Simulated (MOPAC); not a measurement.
MOPAC input (PM7):

```
PM7 FORCE THERMO(298,298) PRECISE LET CHARGE=1 GEO-OK AUX(PRECISION=9) THREADS=1
ClSr

Sr    0.00000000 1    0.00000000 1   -0.72725272 1
Cl    0.00000000 1   -0.00000000 1    1.67489612 1
```

**Question.** Which zero-point energy does it print?

**Answer.** 0.59 kcal/mol, from the harmonic wavenumbers of PM7.
